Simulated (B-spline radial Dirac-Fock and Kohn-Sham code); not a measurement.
**3d5/2 photoionisation of Mn³⁺ near threshold**

System: manganese as Mn³⁺, configuration [Ar] 3d4. The computed 3d5/2 threshold is 48.88 eV; without correlation, outer thresholds are uncertain by 1 to 2 eV. With an open shell the threshold is an average over the terms of the final ion.

Level of theory: a relativistic central-field model (Hartree-Slater potential of the initial state, Latter tail, multipole expansion of the photon field, Dirac-Fock thresholds); an atomic code on a B-spline grid. Interchannel coupling and autoionising resonances are not included, so magnitudes near threshold are approximate.

```tsv
kinetic energy (eV)	σ (Mb)	β
1.5	3.74	0.15
1.9	3.74	0.15
2.3	3.74	0.15
2.9	3.74	0.16
3.7	3.73	0.16
4.6	3.73	0.18
5.7	3.72	0.20
7.2	3.70	0.22
9.0	3.67	0.26
11.2	3.63	0.30
14.0	3.56	0.35
17.5	3.47	0.42
21.9	3.33	0.49
27.4	3.13	0.57
34.2	2.87	0.66
42.8	2.54	0.75
53.5	2.15	0.84
66.9	1.73	0.93
83.7	1.30	1.01
104.7	0.926	1.09
130.9	0.622	1.15
163.6	0.399	1.20
204.6	0.246	1.23
255.8	0.147	1.24
319.9	0.0845	1.23
400.0	0.0475	1.21
```

The cross section shows no minimum in this range. Its largest value, 3.74 Mb, lies 2 eV above threshold. β ranges from 0.15 (at 1.9 eV) to 1.24.
